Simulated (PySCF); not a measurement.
Level of theory: M06-2X/def2-TZVP // PBE0-D3(BJ)/def2-SVP (PySCF). All species are isolated molecules in the gas phase. One relaxed conformer stands for a flexible species; it need not be the lowest. Excitations are Tamm–Dancoff values on a coarser integration grid. The basis has no diffuse functions, so Rydberg states are missing or too high.

Reference species (SMILES): `C[N](C)[In]([NH2])[NH2]` (neutral, multiplicity 1).

The HOMO is -7.04 eV, the T1 excitation (TDA) is 3.75 eV and the brightest of the four lowest singlets (TDA) is 5.20 eV.

Changed species: `[NH2][In]([NH2])[NH2]` (0 of 3 NH2 replaced by N(CH3)2; the reference has 1 of 3 NH2 replaced by N(CH3)2).

Question: What does the change do to the HOMO, T1 excitation (TDA) and brightest of the four lowest singlets (TDA)?

Answer: the HOMO falls by 1.14 eV, to -8.18 eV; the T1 excitation (TDA) rises by 0.63 eV, to 4.38 eV; the brightest of the four lowest singlets (TDA) rises by 0.79 eV, to 5.99 eV.
